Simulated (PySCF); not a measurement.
Cl3Sb, SMILES [Cl][Sb]([Cl])[Cl] (connectivity only; charge and spin as stated), charge +1, multiplicity 2.

Geometry optimised at PBE0-D3(BJ)/def2-SVP. The spin state was assumed, not searched. The isomer is the one that the SMILES or the coordinates give; other isomers of the formula were not compared. The def2 effective core potentials stand for the cores of Sb; spin–orbit coupling is left out.

Method: TDA-M06-2X/def2-SVPD run with PySCF.

Vertical excitations. 

Task: Estimate the UV-visible absorptions. (Estimate from the structure and the level; the computed values follow.)

Result: 
```tsv
state	energy (eV)	λ (nm)	f	main pairs
root 1	2.02	614	0.000	β HOMO→LUMO 97 %
root 2	2.21	562	0.001	β HOMO−1→LUMO 88 %
root 3	2.21	562	0.001	β HOMO−2→LUMO 88 %
root 4	2.56	484	0.016	β HOMO−3→LUMO 86 %
root 5	2.56	484	0.016	β HOMO−4→LUMO 86 %
root 6	3.36	369	0.010	β HOMO−5→LUMO 92 %
root 7	4.41	281	0.035	β HOMO−7→LUMO 89 %
root 8	4.41	281	0.035	β HOMO−6→LUMO 89 %
root 9	5.24	237	0.015	α HOMO→LUMO 94 %
root 10	5.69	218	0.021	α HOMO→LUMO+1 65 %, α HOMO−3→LUMO 26 %
```
Unrestricted roots are not spin-pure.
